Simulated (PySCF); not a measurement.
Compound: C3H6F4Si.
Structure used (GFN2-xTB), in Å, numbered top down from 1:
```xyz
14
C3H6F4Si angstrom
F     -2.3755    0.4989    1.1384
C     -2.1625    0.2004   -0.1875
C     -0.7021    0.4228   -0.5447
Si     0.4456   -0.4431    0.7016
C      2.2363   -0.1801   -0.0243
F      2.5709    1.1212   -0.1418
F      2.3821   -0.7134   -1.2560
F      3.1902   -0.7436    0.7409
H     -2.8346    0.8447   -0.7628
H     -2.4520   -0.8468   -0.3157
H     -0.4962    1.4958   -0.5508
H     -0.5398    0.0599   -1.5605
H      0.2698   -1.8956    0.7205
H      0.4673    0.1784    2.0207
```

Computed with TDDFT B3LYP/def2-SVPD, vertical, gas phase, core orbitals frozen in the response (PySCF 2.14.0, density-fitted response routines).

Ground-to-excited transition dipoles (e·a0, same axes as the geometry; the sign carries no meaning), for the states with f of 0.002 or more among the lowest 8:

```csv
state,E (hartree),μx,μy,μz
S1,0.2949,0.093,0.096,-0.226
S3,0.3096,0.361,0.074,-0.048
S4,0.3190,-0.119,0.009,-0.020
S5,0.3203,0.375,-0.142,0.173
S6,0.3250,0.564,-0.189,0.124
S7,0.3300,-0.246,0.241,-0.163
S8,0.3328,-0.471,-0.054,-0.004
```

(1) What oscillator strength does each state have?

(2) Which bond between heavy atoms lies closest to the direction of the S6 transition dipole?

(3) What angle do the transition dipoles of S7 and S8 make?

(4) How is the summed strength of these states shared among x, y and z?

(5) What peak molar absorption coefficient would the strongest computed level give as a lone Gaussian band 0.4 eV wide at half height?

## Answers

(1) f = (2/3) ΔE |μ|² with ΔE in hartree (27.2114 eV).

```
state  |μ|² (au)  |μ| (D)      f
   S1      0.069     0.67  0.014
   S3      0.138     0.95  0.029
   S4      0.015     0.31  0.003
   S5      0.191     1.11  0.041
   S6      0.369     1.54  0.080
   S7      0.145     0.97  0.032
   S8      0.225     1.20  0.050
```

(2) C5–F8, at 25° from it; next C3–Si4 at 33°.

(3) |cos θ| = |μa·μb| / (|μa| |μb|) = 0.57, so θ ≈ 55° (taken between 0 and 90°, since the signs are arbitrary).

(4) (2/3) Σ ΔE μα² gives 0.193 for x, 0.029 for y and 0.026 for z, 0.248 in all.

(5) ε(max) = 2.175×10⁸ f / FWHM, with the width in cm⁻¹. S6: 2.175×10⁸ × 0.0799 / 3226 ≈ 5400 L mol⁻¹ cm⁻¹.

One conformer stands for the species.
